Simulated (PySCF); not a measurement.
## Simulated characterisation data

Averaged over atoms made equivalent by symmetry, fast rotation or ring inversion, a single conformation, isolated molecule, non-relativistic Hamiltonian. Coordinates at the GFN2-xTB level; shieldings: GIAO PBE0/pcSseg-1; PySCF 2.14.0 with density-fitted response routines.

References, each an isolated molecule treated in the same way: ¹H (31.72 ppm) and ¹³C (186.93 ppm) against TMS. Splittings of carbon signals by F and P are missing where no couplings were computed. Where no couplings were computed, multiplicities follow the n + 1 count of equivalent neighbours, and m marks all less simple cases (inequivalent or close neighbours, rings, F or P nearby). Shifts are as computed. Against solution values, carbons near 30 ppm lie about +3 ppm off and those near 130 ppm about +5 ppm; carbons on Cl a further +6 ppm. Of 1309 compounds with measured shifts, 239 miss one by over three times the rms of a fit or turn the order of signals round; such compounds aren't used in these exercises. Carbons bonded to Cl come out too deshielded.

**1.** `O=C/C=C(/F)[SiH2]OC=O`, C4H5FO3Si. ¹H NMR (600 MHz, computed): δ 9.70 (m, 1H), 7.93 (s, 1H), 6.80 (m, 1H), 5.26 (m, 2H). ¹³C{¹H} NMR (computed): δ 204.6, 200.8, 163.6, 127.8.

**2.** SMILES C(OC(C#C)=O)C(Cl)Cl, C5H4Cl2O2. ¹H NMR (600 MHz, computed): δ 6.44 (t, 1H), 4.40 (d, 2H), 2.39 (s, 1H). ¹³C{¹H} NMR (computed): δ 159.4 (C), 85.2 (CH), 81.6 (CH), 78.7 (C), 73.1 (CH2).

**3.** SMILES c1cnn(C)c1C=O, C5H6N2O. ¹H NMR (600 MHz, computed): δ 10.19 (s, 1H), 7.57 (m, 1H), 6.91 (m, 1H), 4.31 (s, 3H). ¹³C{¹H} NMR (computed): δ 184.2, 143.7, 141.1, 121.9, 42.4.
